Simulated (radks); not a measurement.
Results of a calculation; reference values are marked as such.
Sr3+, 35 electrons, occupied as [Ar] 3d9 4s2 4p5 4d1 (not the ground configuration). Code: a radial shooting solver on a logarithmic mesh with Libxc functionals. Model: scalar-relativistic Kohn-Sham, PBE, spin-polarised, spherical densities, point nucleus; open shells are filled with parallel spins first (spin-orbit coupling, left out, can overturn this in heavy ions).

Normalised radial functions P(r) = r R(r), r in bohr:

r          3d up  4d down
0.006244  0.0003   0.0001
0.007154  0.0004   0.0001
0.008262  0.0006   0.0002
0.009541  0.0009   0.0003
0.01093   0.0013   0.0004
0.01262   0.0020   0.0006
0.01458   0.0030   0.0009
0.0167    0.0043   0.0013
0.01929   0.0064   0.0019
0.0221    0.0092   0.0027
0.02552   0.0136   0.0040
0.02948   0.0199   0.0059
0.03377   0.0283   0.0083
0.039     0.0408   0.0120
0.04468   0.0573   0.0169
0.0516    0.0812   0.0239
0.0596    0.1139   0.0335
0.06828   0.1550   0.0456
0.07885   0.2119   0.0622
0.09107   0.2853   0.0836
0.1043    0.3717   0.1086
0.1205    0.4828   0.1405
0.138     0.6058   0.1753
0.1594    0.7526   0.2160
0.1841    0.9107   0.2584
0.2109    1.0618   0.2966
0.2436    1.2114   0.3302
0.2814    1.3354   0.3511
0.3223    1.4146   0.3530
0.3723    1.4449   0.3301
0.4265    1.4154   0.2809
0.4926    1.3224   0.1975
0.5688    1.1739   0.0835
0.6517    0.9971  -0.0477
0.7527    0.7910  -0.2027
0.8623    0.5986  -0.3538
0.9959    0.4159  -0.5054
1.15      0.2668  -0.6335
1.318     0.1614  -0.7197
1.522     0.0857  -0.7640
1.757     0.0404  -0.7565
2.013     0.0176  -0.7056
2.325     0.0063  -0.6149
2.664     0.0020  -0.5064
3.077     0.0005  -0.3810
3.553     0.0001  -0.2609
4.071     0.0000  -0.1653
4.701     0.0000  -0.0908
5.43      0.0000  -0.0436
6.221     0.0000  -0.0189
7.184     0.0000  -0.0066
8.231     0.0000  -0.0020
9.505     0.0000  -0.0005

3d up: eigenvalue -178.52 eV, 0 radial nodes, <r> = 0.485 bohr, 90 % of the charge inside 0.781 bohr. 4d down (empty): eigenvalue -26.180 eV, 1 radial node at r = 0.622 bohr, <r> = 1.95 bohr, 90 % of the charge inside 2.99 bohr.
